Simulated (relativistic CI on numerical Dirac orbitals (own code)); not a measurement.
# Calculated levels, Nb4+

Method of calculation: Dirac-Coulomb-Breit CI, separate exchange-only KLI orbitals for each configuration, a model potential for QED, valence Slater integrals scaled by 0.85, P86 correlation energy added to each configuration (own radial code, finite nucleus).

Configurations in the expansion (outside the closed core [Ar] 3d10): 4s2 4p6 4d, 4s2 4p6 5s, 4s2 4p6 4f, 4s2 4p6 5p, 4s2 4p5 4d2, 4s2 4p6 5d, 4s2 4p6 6s, 4s2 4p6 6p, 4s2 4p6 5f, 4s2 4p6 6d, 4s2 4p6 7s, 4s2 4p6 5g, 4s2 4p6 7p, 4s2 4p5 4d 4f, 4s2 4p6 6f, 4s 4p6 4d2, 4s2 4p6 8s, 4s2 4p5 4d 5s, 4s2 4p5 4d 5p, 4s 4p6 4d 4f. Double excitations out of closed p, d and f shells are left out; levels of such configurations are missing from the list, as are those of other unlisted configurations, and high levels can miss mixing partners.

The lowest level is 4s2 4p6 4d 2D_3/2, with 100 % of that term; Hund's rules for 4s2 4p6 4d give 2D with J = 3/2, in agreement.

| No. | Configuration | Term | J | E (cm⁻¹) | % | Next component (%) | Lifetime (s) |
| --- | --- | --- | --- | --- | --- | --- | --- |
| 1 | 4s2 4p6 4d | 2D | 3/2 | 0.0 | 100 |  |  |
| 2 | 4s2 4p6 4d | 2D | 5/2 | 1744.1 | 100 |  | 1.75e+01 |
| 3 | 4s2 4p6 5s | 2S | 1/2 | 79430.3 | 99 | 1 4s2 4p5 4d 5p 2S | 2.47e-04 |
| 4 | 4s2 4p6 5p | 2P° | 1/2 | 133684.7 | 99 |  | 2.42e-10 |
| 5 | 4s2 4p6 5p | 2P° | 3/2 | 137148.9 | 100 |  | 2.28e-10 |
| 6 | 4s2 4p6 5d | 2D | 3/2 | 214530.7 | 100 |  | 3.15e-10 |
| 7 | 4s2 4p6 5d | 2D | 5/2 | 215070.0 | 100 |  | 3.33e-10 |
| 8 | 4s2 4p6 4f | 2F° | 5/2 | 224359.3 | 94 | 6 4s2 4p5 4d2 2F° | 1.09e-10 |
| 9 | 4s2 4p6 4f | 2F° | 7/2 | 224509.1 | 94 | 5 4s2 4p5 4d2 2F° | 1.04e-10 |
| 10 | 4s2 4p6 6s | 2S | 1/2 | 231781.2 | 100 |  | 2.76e-10 |
| 11 | 4s2 4p6 6p | 2P° | 1/2 | 253705.9 | 100 |  | 4.66e-10 |
| 12 | 4s2 4p6 6p | 2P° | 3/2 | 255136.5 | 100 |  | 4.41e-10 |
| 13 | 4p5 4d2(3F) | 4D° | 1/2 | 260623.6 | 99 | 1 2P° | 7.08e-08 |
| 14 | 4p5 4d2(3F) | 4D° | 3/2 | 261357.1 | 95 | 2 4F° | 4.83e-08 |
| 15 | 4p5 4d2(3F) | 4D° | 5/2 | 262577.5 | 90 | 5 4F° | 7.05e-08 |
| 16 | 4p5 4d2(3F) | 4D° | 7/2 | 264727.0 | 91 | 7 4F° | 6.30e-08 |
| 17 | 4p5 4d2(3F) | 4G° | 11/2 | 270903.1 | 100 |  | 4.18e+02 |
| 18 | 4p5 4d2(3F) | 4G° | 9/2 | 272012.1 | 84 | 13 4F° | 7.50e-01 |
| 19 | 4p5 4d2(3P) | 4P° | 5/2 | 273034.9 | 90 | 4 4D° | 6.33e-08 |
| 20 | 4p5 4d2(3F) | 4G° | 7/2 | 273875.1 | 70 | 18 4F° | 7.82e-08 |
| 21 | 4p5 4d2(3F) | 4G° | 5/2 | 275022.1 | 39 | 29 2F° | 5.64e-09 |
| 22 | 4p5 4d2(3P) | 4P° | 3/2 | 276192.4 | 87 | 5 2P° | 2.41e-08 |
| 23 | 4p5 4d2(3P) | 4P° | 1/2 | 279018.9 | 89 | 5 2S° | 4.57e-08 |
| 24 | 4p5 4d2(1D) | 2D° | 3/2 | 279075.0 | 45 | 40 4F° | 3.16e-09 |
| 25 | 4p5 4d2(1D) | 2D° | 5/2 | 280304.6 | 70 | 15 2F° | 1.35e-08 |
| 26 | 4p5 4d2(3F) | 4F° | 9/2 | 281646.8 | 76 | 17 2G° | 3.50e-02 |
| 27 | 4p5 4d2(1G) | 2F° | 7/2 | 282312.0 | 34 | 19 2G° | 1.01e-09 |
| 28 | 4p5 4d2(1G) | 2F° | 5/2 | 282747.9 | 35 | 27 4s2 4p6 5f 2F° | 4.81e-10 |
| 29 | 4p5 4d2(3F) | 4F° | 7/2 | 283843.8 | 36 | 22 2F° | 9.92e-10 |
| 30 | 4p5 4d2(3F) | 4F° | 3/2 | 285717.9 | 48 | 29 2P° | 2.50e-09 |

Energies count from the lowest computed level; ° marks odd parity; lifetimes are radiative, by E1, M1, E2, M2, E3 decay to levels of this space only. Percentages are summed over parent terms; the parents shown are those of the largest component, closed shells are left out there.

The mean weight of the leading LS term, summed over parents, in these 30 levels is 82 %, and that of the leading jj configuration (from the same eigenvectors) 73 %.

At this charge configurations can still be misplaced by up to about 7 % of their energy. 7 of the 7 excited levels that our extract of the measured tables holds in this range could be paired (the sources list more); they are missed by 3060 cm⁻¹ on average and 4489 at most, and levels without a partner can miss by more.

LS names give the leading component of a level, which can be under half, so a name can repeat, a term be missing and a line seem to break the LS rules.
